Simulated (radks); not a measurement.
Values are calculated unless marked as measured or tabulated.
Charge is removed step by step from the 4s level of Pm17+, starting from [Kr] 4d8. Code: a radial shooting solver on a logarithmic mesh with Libxc functionals. Model: scalar-relativistic Kohn-Sham, PBEsol, spin-unpolarised, spherical densities, finite nucleus; Fermi nuclear charge, rms radius 4.962 fm.

removed (e)	E - E(0) (eV)	eigenvalue (eV)	E minus straight line (eV)
0	0.000	-688.25	0.000
0.1	68.983	-692.02	-1.705
0.2	138.34	-695.80	-3.032
0.3	208.08	-699.58	-3.981
0.4	278.20	-703.37	-4.552
0.5	348.70	-707.16	-4.743
0.6	419.57	-710.96	-4.555
0.7	490.83	-714.76	-3.988
0.8	562.47	-718.57	-3.040
0.9	634.48	-722.38	-1.710
1	706.88	-726.20	0.000

Removing the whole electron costs 706.88 eV by Delta-SCF, against 688.25 eV from minus the eigenvalue at the starting occupation. Slater's transition state (half an electron removed) gives 707.16 eV. Integrating minus the eigenvalue over the occupation (Janak's theorem) gives 707.18 eV. In this scalar-relativistic scheme the density is built from large components alone, so the theorem holds only approximately. The mean slope of the eigenvalue, de/dn, is 38.0 eV per electron.
